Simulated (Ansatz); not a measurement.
Isolated molecules relaxed with PBE0-D4/def2-TZVP in Ansatz; ΔE leaves out vibrations. CCSD(T)/CBS adds triple-zeta CCSD(T) − MP2 to the extrapolated MP2 energy (def2 sets, frozen cores). DFT in def2-TZVPP. B3LYP here is the variant with VWN-RPA as its local correlation; programs differ in this. One conformer a species, not always the lowest.

Consider the isomerisation: `CB[SiH2]BC` → `BB(C)C[SiH3]`.

Problem. Is it downhill or uphill in electronic energy at CCSD(T)/CBS, and by how much? (An estimate is asked.)

Solution. Computed: Downhill: ΔE = -31.4 kJ/mol.

Problem. What do these levels give: B3LYP-D4, B2PLYP, PBE0, CCSD/def2-TZVPP, CCSD(T)/def2-TZVPP, HF/CBS(def2)? (Estimate.)

Solution. Ansatz gave: B3LYP-D4 -30.0, B2PLYP -30.4, PBE0 -20.8, CCSD/def2-TZVPP -32.2, CCSD(T)/def2-TZVPP -31.2, HF/CBS(def2) -37.6 kJ/mol.

Largest T1 diagnostic among the species: 0.013.

From PBE to PBE0 (25 % exact exchange), in def2-TZVPP and without D4, ΔE moves by −6.3 kJ/mol. The D4 term adds −4.9 kJ/mol with B3LYP and −2.6 kJ/mol with PBE0; it sums over pairs of atoms, weighted by their polarisabilities, and B3LYP, whose exchange is more repulsive, gets the larger term.
